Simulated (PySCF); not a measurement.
Labels have come off several samples. The candidates:

A. 3,5-dimethoxyphenol (COc1cc(O)cc(OC)c1)
B. SMILES C=C1CC1(F)F
C. `FCC#CCF`

Spectrum 1. ¹³C{¹H} NMR (computed): δ 168.7 (C), 165.2 (C), 95.8 (CH), 94.9 (CH), 56.0 (CH3).

Spectrum 2. ¹³C{¹H} NMR (computed): δ 94.0 (C, m), 73.2 (CH2, m).

Spectrum 3. ¹³C{¹H} NMR (computed): δ 139.2 (C, t, J = 5.9 Hz), 119.7 (CH2), 113.6 (C, t, J = 362.9 Hz), 20.8 (CH2, t, J = 10.0 Hz).

[PySCF 2.14: GFN2-xTB structure; J: B3LYP/pcJ-1 (spin–dipole term left out of most H,H and C,H couplings); GIAO PBE0/pcSseg-1 shieldings; non-relativistic Hamiltonian; single conformer; no solvent; one averaged value for each set of equivalent atoms]

Scale: ¹³C vs TMS (reference shieldings calculated alike). One-bond C–F couplings are unscaled and too large by tens of Hz. Shifts are as computed. Against solution values, carbons near 30 ppm lie about +3 ppm off and those near 130 ppm about +5 ppm. Of 1211 compounds with measured shifts, 218 miss one by over three times the rms of a fit or turn the order of signals round; such compounds aren't used in these exercises.

Problem. Which spectrum belongs to which compound?

Solution. 1–A, 2–C, 3–B.

- Spectrum 1 (A): 5 ¹³C signals; δC 168.7 is an aromatic carbon bearing oxygen; δC 165.2 is an aromatic carbon bearing oxygen.
- Spectrum 2 (C): 2 ¹³C signals; δC 94.0 is an alkyne carbon; δC 73.2 is a propargylic sp3 CH2 bonded to F.
- Spectrum 3 (B): 4 ¹³C signals; δC 139.2 is a fully substituted alkene carbon; δC 119.7 is a terminal =CH2 carbon.
